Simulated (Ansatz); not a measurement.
Born–Oppenheimer molecular dynamics of Cl₂H₄OSi (8 atoms, charge 0, multiplicity 1). It starts at the highest image of a converged band. Of that band: Neighbouring images differ by up to 1.7 eV, so the band resolves the path poorly. A vibrational analysis at the climbing image gives one clearly imaginary mode, 1174i cm⁻¹: a first-order saddle point.

These are results of Ansatz, RKS revPBE-D4/def2-SVP, not measurements.

```yaml
ensemble: NVE (velocity Verlet)
time_step: 0.5 fs
steps_asked: 200
starting_velocities_drawn_for: 100 K
seed: 6784
```

First frame:

```xyz
8
Properties=species:S:1:pos:R:3
Si -0.342 -0.111 -0.463
O 1.099 0.679 0.504
Cl -0.225 -1.687 -1.848
Cl -2.146 0.108 0.575
H -0.396 1.035 -1.427
H 0.813 -0.358 1.014
H 0.237 -1.224 0.724
H 0.959 1.557 0.921
```

How far do the bonds stretch over the last three quarters of this one trajectory? (Pairs bonded in most of those frames.)


| bond | mean (Å) | spread (Å) | shortest | longest |
| --- | --- | --- | --- | --- |
| Si1–Cl3 | 2.109 | 0.043 | 2.03 | 2.17 |
| Si1–Cl4 | 2.102 | 0.022 | 2.05 | 2.13 |
| Si1–H5 | 1.492 | 0.009 | 1.48 | 1.51 |
| Si1–H7 | 1.495 | 0.023 | 1.46 | 1.53 |
| O2–H6 | 0.978 | 0.014 | 0.95 | 1.01 |
| O2–H8 | 0.979 | 0.014 | 0.95 | 1.00 |

Mean temperature of the second half: 1469 K. The conserved energy stayed within 0.039 meV per atom of its start (net change 0.0097 meV per atom), so the integration is sound. The system heated up, since it started high on the potential surface and ran downhill. A run of 0.1 ps of so small a system gives no equilibrium averages. The orbitals stay closed-shell, which can raise the energy where a bond breaks towards radicals; this wasn't checked here.

The run took 4.3 min on 2 threads of Arm Neoverse V1, on a shared host, peak memory 0.12 GiB.
